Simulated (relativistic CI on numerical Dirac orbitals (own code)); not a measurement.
Calculated at this level of theory: Dirac-Coulomb-Breit CI, separate exchange-only KLI orbitals for each configuration, QED by a radiative potential, unscaled Slater integrals (own radial code, finite nucleus).

Configuration list (outside the closed core [Ar] 3d10): 4s2.4p6.4d9, 4s2.4p5.4d10, 4s2.4p6.4d8.4f, 4s.4p6.4d10, 4s2.4p6.4d8.5s, 4s2.4p5.4d9.4f, 4s2.4p6.4d8.5p, 4s2.4p6.4d7.4f.5s, 4s.4p6.4d9.4f, 4s2.4p6.4d8.5d, 4s2.4p6.4d7.5s.5p, 4s2.4p6.4d8.6s, 4s2.4p5.4d9.5s, 4s2.4p6.4d8.5f, 4s2.4p6.4d8.6p, 4s2.4p6.4d8.5g, 4s2.4p5.4d9.5p, 4s2.4p6.4d8.6d, 4s2.4p6.4d8.7s, 4s2.4p6.4d8.6f, 4s2.4p6.4d8.7p, 4s2.4p5.4d9.5d, 4s.4p6.4d9.5s, 4s2.4p6.4d7.5s2, 4s2.4p6.4d6.4f.5s2, 4s2.4p5.4d7.4f.5s2, 4s2.4p6.4d6.5s2.5p, 4p6.4d9.4f2, 4p5.4d10.4f2, 4p6.4d8.4f3, 4p6.4d8.4f2.5s, 4p5.4d9.4f3, 4p6.4d8.4f2.5p. Double excitations out of closed p, d and f shells are left out; levels of such configurations are missing from the list, as are those of other unlisted configurations, and high levels can miss mixing partners. These lack a partner that the ground configuration has and come out too high: 4s2.4p6.4d8.5d, 4s2.4p6.4d8.6s, 4s2.4p5.4d9.5s, 4s2.4p6.4d8.5f, 4s2.4p6.4d8.6p.

At this charge energies of transitions that change n are usually good to better than 1 %, and those within a shell (Δn = 0) to a few per cent. Levels and lines within the n = 5 or 6 shells can be off by up to 10 % or somewhat more, and those that change n by about 2 %, since core polarisation is missing.

Outline of the computed level scheme of Pr XV. Lowest level of each configuration: 4s2.4p6.4d9 2D_5/2 at 0.000 eV; 4s2.4p5.4d10 2P°_3/2 at 104.384 eV; 4s2.4p6.4d8.4f 4F°_7/2 at 113.780 eV; 4s2.4p6.4d8.5s 4F_9/2 at 119.873 eV.

Some strong electric-dipole decays among the lowest 45 levels: 4s2.4p5.4d10 2P°_3/2 → 4s2.4p6.4d9 2D_5/2 (5.0e+09 s⁻¹); 4s2.4p6.4d8.4f 4G°_5/2 → 4s2.4p6.4d9 2D_5/2 (2.3e+09 s⁻¹); 4s2.4p6.4d8.4f 4G°_7/2 → 4s2.4p6.4d9 2D_5/2 (1.3e+09 s⁻¹); 4s2.4p6.4d8.4f 4D°_5/2 → 4s2.4p6.4d9 2D_5/2 (1.2e+09 s⁻¹); 4s2.4p6.4d8.4f 2D°_5/2 → 4s2.4p6.4d9 2D_3/2 (1.2e+09 s⁻¹); 4s2.4p6.4d8.4f 4G°_5/2 → 4s2.4p6.4d9 2D_3/2 (1.2e+09 s⁻¹); 4s2.4p6.4d8.4f 2F°_7/2 → 4s2.4p6.4d9 2D_5/2 (1.0e+09 s⁻¹).

LS names give the leading component of a level, which can be under half, so a name can repeat, a term be missing and a line seem to break the LS rules.
